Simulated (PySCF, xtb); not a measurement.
ScF2, SMILES [F][Sc+][F], charge +1.

Harmonic wavenumbers (cm⁻¹) from GFN2-xTB (xtb 6.7.1) at its own minimum, in rising order: 80, 481, 600.

Task: What does ωB97X-D3(BJ)/def2-TZVP in PySCF give at its own minimum? (The exact figures need the calculation; the answer reports its results.)

Result: 173, 795, 820. Paired by order, the mean absolute difference is 209 cm⁻¹ and the zero-point energies are 1.7 and 2.6 kcal/mol.
